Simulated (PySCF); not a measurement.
Species: Si(CCH)4, C₈H₄Si.
Bonds: Si1–C2, Si1–C5, Si1–C8, Si1–C11, C2–C3, C5–C6, C8–C9, C11–C12. Hydrogens: H4 on C3; H7 on C6; H10 on C9; H13 on C12.

The closed-shell ground state was solved at several levels (PySCF, density fitting, gas phase, non-relativistic). Isolated species at its PBE0-D3(BJ)/def2-SVP geometry, gas phase. The dipole stays under 0.02 D at every level.

| level | basis functions | HOMO (eV) | LUMO (eV) | gap (eV) |
| --- | --- | --- | --- | --- |
| KT2/pcSseg-1 | 180 | -6.93 | -1.73 | 5.20 |
| PBE0/pcSseg-1 | 180 | -8.16 | -0.75 | 7.41 |

Q: What might wB97X-D/def2-SVPD (216 basis functions) give for the same quantities?

A: HOMO -10.05 eV, LUMO 0.98 eV, gap 11.03 eV.

Q: Over all these levels, which gives the widest orbital gap and which the narrowest?

A: wB97X-D/def2-SVPD (range-separated hybrid) has the widest, 11.03 eV, and KT2/pcSseg-1 (GGA) the narrowest, 5.20 eV. Functional and basis both differ between the two, so the spread mixes both effects.
